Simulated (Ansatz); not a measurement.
Ideal-gas functions of `O[Si](O)(O)F` at 400 K and 1 bar, from an Ansatz frequency run at PBE0-D4/def2-TZVP.

Molar mass 98.1 g/mol, point group C3 (symmetry number 3), electronic degeneracy 1, moments of inertia 125.381, 125.419, 127.351 u Å². Harmonic wavenumbers (cm⁻¹, unscaled): 128, 130, 253, 303, 303, 371, 371, 380, 774, 812, 813, 831, 947, 1024, 1024, 3934, 3934, 3936.

Use S(trans) = R[1.5 ln M + 2.5 ln T − 1.1517]; rotational temperatures θ = 24.2544 K / I; S(rot) = R[ln(√π/σ · √(T³/θAθBθC)) + 1.5]; for each mode x = 1.438777 ν̃/T, S = R[x/(eˣ − 1) − ln(1 − e⁻ˣ)] and H = RT x/(eˣ − 1); 1 cm⁻¹ = 0.0119627 kJ/mol; R = 8.31446 J/(mol·K).

Question: By hand: the entropy, in J/(mol·K).

Answer: Translation 172.2. Rotation: θ = 0.1934, 0.1934, 0.1905 K, giving 103.4. Vibration, mode by mode: 14.84, 14.71, 9.38, 8.00, 8.00, 6.51, 6.51, 6.33, 2.05, 1.84, 1.84, 1.75, 1.25, 1.00, 1.00, 0.00, 0.00, 0.00, in all 85.0. Electronic 0.0. Sum 360.6 J/(mol·K).

Question: By hand: H − E and G − E in kJ/mol, counted from the electronic energy.

Answer: Zero-point energy ½ × 20268 × 0.0119627 = 121.2; thermal vibration 18.9; translation, rotation and pV give 4 RT = 13.3. H − E = 153.4 kJ/mol, and G − E = 153.4 − 400 × 360.6/1000 = 9.2 kJ/mol.

Vibration gives 24 % of the entropy, 29.5 J/(mol·K) of it from the modes under 150 cm⁻¹: soft modes count most, and the harmonic formula is weakest for them. The sum counts one conformer and one mirror image; others add a mixing term.
